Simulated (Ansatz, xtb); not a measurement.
Two conformers of C2H9Si2

Structure X is `C[SiH][SiH2]C`, a doublet and structure Y is `C[SiH][SiH2]C`, a doublet. Both are isolated molecules in the gas phase, relaxed with PBE0-D3(BJ)/def2-SVP.

X (Å):

```xyz
13

C     1.0857   -1.7509   -1.9588
C    -2.0262    1.2892    0.8042
Si    0.5251   -0.1965   -1.0428
Si   -1.5499   -0.3563    0.0179
H     1.2863   -2.5705   -1.2490
H     2.0086   -1.5597   -2.5273
H     0.3109   -2.0893   -2.6630
H     1.6045    0.2945   -0.1214
H    -1.5450   -1.4356    1.0633
H    -2.5627   -0.7575   -1.0123
H    -2.0773    2.0825    0.0434
H    -3.0080    1.2167    1.2964
H    -1.2840    1.5869    1.5605
```

Y (Å):

| atom | x (Å) | y (Å) | z (Å) |
| --- | --- | --- | --- |
| C | -1.8893 | 0.6298 | 2.8395 |
| C | -2.9663 | -1.0024 | -0.7846 |
| Si | -1.7617 | -1.2187 | 2.4611 |
| Si | -1.5203 | -1.7195 | 0.1923 |
| H | -0.9354 | 1.1390 | 2.6230 |
| H | -2.6755 | 1.1014 | 2.2308 |
| H | -2.1309 | 0.7978 | 3.9002 |
| H | -0.7251 | -1.8681 | 3.3296 |
| H | -1.4689 | -3.2082 | 0.0359 |
| H | -0.2322 | -1.1703 | -0.3526 |
| H | -3.9206 | -1.4188 | -0.4282 |
| H | -2.8665 | -1.2327 | -1.8563 |
| H | -3.0070 | 0.0921 | -0.6738 |

**Question.** Estimate E(Y) − E(X) at the level CCSD(T)/def2-SVP + ΔMP2/def2-TZVPP.

**Answer.** Too close to call at this level: CCSD(T)/def2-SVP + ΔMP2/def2-TZVPP gives E(Y) − E(X) = +0.04 kcal/mol.

How the difference moves with the method:

```
                             level              geometry  E(Y) − E(X) (kcal/mol)  departure from the last row (kcal/mol)  job, with rough time for the two
              PBE0-D3(BJ)/def2-SVP  PBE0-D3(BJ)/def2-SVP                     +0.02                                   −0.03               optimisation, 3 min
                       HF/def2-SVP  PBE0-D3(BJ)/def2-SVP                     +0.13                                   +0.09           part of the CCSD(T) run
                      MP2/def2-SVP  PBE0-D3(BJ)/def2-SVP                     −0.01                                   −0.05           part of the CCSD(T) run
                  CCSD(T)/def2-SVP  PBE0-D3(BJ)/def2-SVP                      0.00                                   −0.04                      single point
CCSD(T)/def2-SVP + ΔMP2/def2-TZVPP  PBE0-D3(BJ)/def2-SVP                     +0.04                                                       single point, 2 min
```

The largest departure from CCSD(T)/def2-SVP + ΔMP2/def2-TZVPP is that of HF/def2-SVP, 0.09 kcal/mol. Levels run at GFN2-xTB geometries aren't shown. The last row adds to CCSD(T) the change of the MP2 difference between the two basis sets, here +0.04 kcal/mol.

With harmonic frequencies from PBE0-D3(BJ)/def2-SVP (ideal gas, rigid rotor, one conformer each, 298.15 K, 1 atm): on the last row, ΔE + ΔZPE = +0.05 kcal/mol. A mode under 50 cm⁻¹ makes harmonic enthalpies and free energies unreliable, so none is given.

Open shells are spin-unrestricted. The correlated steps freeze 12 core orbitals. Codes used: Ansatz 0.2.0; the last row on 2 threads of Arm Neoverse N1 on a shared host.
